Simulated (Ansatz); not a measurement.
ClFH5NSi2, SMILES F[Si@H](Cl)[SiH2]N.

Geometry optimised at PBE0-D3(BJ)/def2-SVP. The structure was generated by enumeration; whether it is a known compound was not checked. One conformer was computed; it need not be the lowest.

Two levels are set side by side: PBE/def2-SVPD (Ansatz, a program for electronic structure) and PBE0/def2-SVPD (Ansatz). Energy differences of separate SCF runs at the same geometry; the states with an electron removed or added have multiplicity 2 and 2. Differences are taken from unrounded values.

```csv
quantity,PBE
vertical ionisation energy (eV),8.93
vertical singlet–triplet gap (eV),4.37
```

Problem. These are the PBE values. What does PBE0 give? (An estimate is asked for; the answer gives what the named calculation found.)

Solution. 
| quantity | PBE0 | PBE minus PBE0 |
|---|---|---|
| vertical ionisation energy (eV) | 9.29 | -0.36 |
| vertical singlet–triplet gap (eV) | 4.79 | -0.41 |
